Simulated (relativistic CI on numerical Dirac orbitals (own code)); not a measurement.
Transition arrays of Pd XIX

Computed by Dirac-Coulomb-Breit CI, orbitals from a KLI potential per configuration, model QED (radiative potential, 1s self-energy scaled to tabulated hydrogen-like ionisation energies), valence Slater integrals scaled by 0.9, whole transition arrays (own radial code, finite nucleus).

Configuration list (outside the closed core [Ar]): 3d¹⁰, 3d⁹4f, 3d⁹4p, 3d⁹5f. Levels of other configurations are missing.

All E1 lines from the levels of 3d¹⁰; mean and standard deviation are weighted by gf, and upper levels are sorted by their leading configuration.

```
Upper configuration  Lines  Σgf  Mean (eV)  Mean (nm)  σ (eV)  Strongest line (nm)
              3d⁹4f      3  4.9     501.38      2.473    2.71                2.470
              3d⁹4p      3  0.5     364.67      3.400    1.74                3.405
              3d⁹5f      3  2.6     613.68      2.020    2.72                2.017
```

Σgf per state of the lower configuration in bins of 0.05 nm over the central range (centre: value): 2.025: 2.56, 2.475: 4.62, 2.525: 0.25, 3.375: 0.07, 3.425: 0.44.

How do configuration mixing and the scaling of the Slater integrals move the arrays?

Slater scale 0.9, no configuration mixing: 3d⁹4f 502.3 ± 2.7 eV (Σgf 5.5), 3d⁹4p 364.7 ± 1.7 eV (Σgf 0.5), 3d⁹5f 612.7 ± 2.7 eV (Σgf 1.9); Slater scale 1: 3d⁹4f 502.7 ± 2.7 eV (Σgf 4.9), 3d⁹4p 364.9 ± 1.7 eV (Σgf 0.5), 3d⁹5f 614.4 ± 2.7 eV (Σgf 2.6); Slater scale 0.8: 3d⁹4f 500.1 ± 2.7 eV (Σgf 4.9), 3d⁹4p 364.5 ± 1.7 eV (Σgf 0.5), 3d⁹5f 613.0 ± 2.7 eV (Σgf 2.6). With mixing, levels are counted to their leading configuration, so an array can shrink or vanish into another, and the sums then hold other lines.
